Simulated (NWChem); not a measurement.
## What each level costs for ClSi (+1)

```xyz
2

Si     0.0000     0.0000     1.0934
Cl     0.0000     0.0000    -0.9005
```
Charge +1, spin multiplicity 1.

The numbers come from NWChem runs, not from measurements. Structure: optimised with PBE/def2-SVP, a minimum by its harmonic frequencies.

Basis set: def2-QZVP (140 functions). Each entry is one whole single-point run; the coupled-cluster runs use the TCE module, and the SCF and DFT modules converge to different thresholds.

The correlated methods keep 10 core orbitals frozen. B3LYP has NWChem's definition, with VWN1-RPA local correlation. The structure started from a generated list of species.

### Question
Roughly how much processor time does each of these take, relative to RHF: MP2, B2PLYP, PBE, B3LYP, BHandHLYP, CR-CCSD(T)?

### Answer
B3LYP about the same, within a factor of 3; PBE about the same, within a factor of 3; BHandHLYP about the same, within a factor of 3; B2PLYP about 4; MP2 about 4; CR-CCSD(T) about 30 (rough ratios from shared machines).
